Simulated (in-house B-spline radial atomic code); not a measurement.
# Response and correlation of neutral krypton

Closed shell [Ar] 3d10 4s2 4p6. Computed with an all-electron radial atomic-structure program (B-spline basis): Dirac-Hartree-Fock, relativistic RPA (time-dependent Dirac-Hartree-Fock) for the response and second-order many-body perturbation theory for correlation, no-pair Dirac-Coulomb Hamiltonian, finite nucleus, speed of light scaled by 100 (non-relativistic limit).

Command:
```bash
python run_mb.py task.json out
```
Settings (nuclear radius in fm, box in bohr, cutoff in hartree):
```
basis_form          2
Z                   36
core_configuration  [Ar] 3d10 4s2 4p6
rms_radius          4.1884
mass_number         84
speed_of_light      13703.59991
box_radius          45.0
lmax                7
intervals           68
virtual_cutoff      32400.0
```

Run time, properties included: 9.2 s on 1 thread of Arm Neoverse V2, on a shared host.

```tsv
multipole (bohr³, bohr⁵, bohr⁷)	uncoupled	coupled RPA
dipole	15.862	?
quadrupole	71.052	95.656
octupole	889.62	1260.9
```

Q: What is the coupled dipole polarisability?

A: 16.477 atomic units, +4 % against the uncoupled value.

Q: Which subshells carry the dipole polarisability?

A: 4p3/2 66.1 %, 4p1/2 33.1 %, 4s1/2 0.5 %.

Q: What does the dipole shielding factor come to?

A: The dipole shielding factor is 1.000, against the exact N/Z = 36/36 = 1.000 of the non-relativistic theorem.

Dipole polarisability at imaginary frequency:

| u (Eh) | α(iu) (bohr³) |
| --- | --- |
| 0 | 16.48 |
| 0.05 | 16.35 |
| 0.15 | 15.4 |
| 0.3 | 13.02 |
| 0.5 | 9.772 |
| 1 | 4.851 |
| 2 | 1.796 |
| 5 | 0.4357 |

Q: What dispersion coefficients follow for two such atoms?

A: C6 = (3/π)∫α(iu)²du = 127.2 hartree·bohr⁶ and C8 = 3933 hartree·bohr⁸.

Lowest J = 1 odd-parity excitations:

```
energy (eV)  oscillator strength  leading channel  weight
     10.254             5.55e-09     4p1/2 → s1/2    0.65
     10.609                0.376     4p3/2 → s1/2   0.665
     12.104             2.08e-09     4p3/2 → d3/2     0.5
     12.629             1.53e-07     4p1/2 → d3/2   0.499
     12.647             3.63e-08     4p1/2 → s1/2   0.634
     12.687               0.0707     4p3/2 → d5/2   0.395
     12.718                0.259     4p3/2 → s1/2   0.442
     13.137             1.05e-08     4p3/2 → d3/2   0.514
```

Second-order correlation energy by the highest angular momentum of the excited pair (hartree): s -0.0225, p -0.2194, d -0.7029, f -0.579, g -0.1942, h -0.08253, i -0.03777, k -0.01923.

Q: What is the second-order correlation energy at the partial-wave limit?

A: The listed waves sum to -1.8575 hartree; extrapolating the increments as (l + 1/2)⁻⁴ gives -1.8968 hartree, -1.43 eV per electron.
